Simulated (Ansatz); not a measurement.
**Worked example: SiH3(CH3) + GeH2(SH)2 → SiH3(SH) + GeH2(CH3)(SH)**

Gas-phase species: SiH3(CH3), singlet; GeH2(SH)2, singlet; SiH3(SH) (sulfanylsilane), singlet; GeH2(CH3)(SH), singlet. The partners trade CH3 for SH: Si–CH3 and Ge–SH bonds give way to Si–SH and Ge–CH3.

Shapes, held fixed at every level: PBE0-D4/def2-TZVP. Flexible molecules stand in one conformer, not always the lowest. Programs: Ansatz 0.2.0. The zero-point and thermal change to 298 K, harmonic and unscaled (PBE0-D4/def2-TZVP), is +0.2 kJ/mol.

At CCSD(T)/def2-TZVPP; 1 Eh = 2625.50 kJ/mol:

```
      species   energy (Eh)
    SiH3(CH3)   -330.690236
    GeH2(SH)2  -2873.521434
     SiH3(SH)   -689.205236
GeH2(CH3)(SH)  -2515.006755
```

Problem. Work out ΔH(298 K) of the reaction at this level.

Solution. 
1. Products less reactants: (-689.205236) + (-2515.006755) − [(-330.690236) + (-2873.521434)] = -0.000321 Eh = -0.8 kJ/mol.
2. With the thermal change: -0.8 + (+0.2) = -0.6 kJ/mol.

Other levels give -1.5 (MP2/def2-TZVPP) to +4.8 kJ/mol (MP2/def2-SVP). No measured value is set beside it here. Relativity is left out for Ge. Outer-core shells of Ge are correlated, in sets that cover them unevenly. The levels disagree on the sign, so it isn't settled. That is about zero within the method's error.
